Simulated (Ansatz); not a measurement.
Cost and result for the atomization energy of C2HF4O (`F[C](F)OC(F)F`) radical (8 atoms, 7 bonds).

```xyz
8

F     0.920    0.365    1.778
C     0.452   -0.703    1.153
F     1.444   -1.315    0.517
O    -0.631   -0.487    0.402
C    -0.499    0.335   -0.717
F    -1.383   -0.095   -1.612
F    -0.814    1.592   -0.388
H     0.512    0.307   -1.134
```

Charge 0, multiplicity 2. The structure was optimised at the PBE0-D4/def2-TZVP level. It is one conformer, not always the lowest. Program: Ansatz. Hardware: A = 2 threads of an AMD EPYC 7R13 on a shared host; B = 2 threads of an AMD EPYC 7R13 on a shared host and a share of an NVIDIA H100 80 GB. Times are those of one run each, without the atoms' runs, and a repeat can differ threefold. Electronic energies, without spin–orbit coupling; frozen cores. CCSD(T)/CBS adds CCSD(T) − MP2 in def2-TZVPP to the MP2 limit, and its time is that of the two runs behind it. T1 = 0.014; ⟨S²⟩ of the reference is 0.75. B3LYP takes the VWN-RPA correlation (the form of Gaussian; ORCA's B3LYP/G).

CCSD(T)/CBS is a level of theory with its own doubt, some kJ/mol a heavy atom from the limit and from the frozen cores, so smaller differences don't rank the functionals.

```csv
level,functions,wall time,atomization (kJ/mol),difference from CCSD(T)/CBS,per bond
PBE-D4/def2-TZVPP (with forces) [A],231,8 s,3344.5,206.9,29.5
B3LYP-D4/def2-TZVPP (with forces) [A],231,11 s,3128.6,-9.0,-1.3
PBE0-D4/def2-TZVPP [A],231,12 s,3184.7,47.1,6.7
MP2/def2-QZVPP [B],429,12 s,3268.1,130.5,18.6
r2SCAN-D4/def2-TZVPP (with forces) [A],231,14 s,3200.4,62.8,9.0
B2PLYP/def2-TZVPP [A],231,17 s,3109.9,-27.7,-4.0
CCSD(T)/def2-TZVPP [B],231,20 s,3040.8,-96.8,-13.8
ωB97X-V/def2-TZVPP [A],231,21 s,3168.1,30.5,4.4
ωB97M-V/def2-TZVPP (with forces) [A],231,24 s,3161.8,24.2,3.5
CCSD(T)/CBS(def2),–,32 s,3137.6,0.0,0.0
```

In def2-TZVPP, CCSD(T) changes the Hartree–Fock value by +986.1 kJ/mol (the triples alone add +78.6 kJ/mol) and MP2 by +1155.9 kJ/mol; breaking electron pairs costs correlation energy, which Hartree–Fock lacks. From PBE to PBE0 (25 % exact exchange), in def2-TZVPP and without D4, the atomization energy moves by −157.5 kJ/mol: exact exchange takes away binding that semilocal exchange gives to molecules. The D4 term adds +21.0 kJ/mol with B3LYP and +11.0 kJ/mol with PBE0; it sums over pairs of atoms, weighted by their polarisabilities, and B3LYP, whose exchange is more repulsive, gets the larger term.
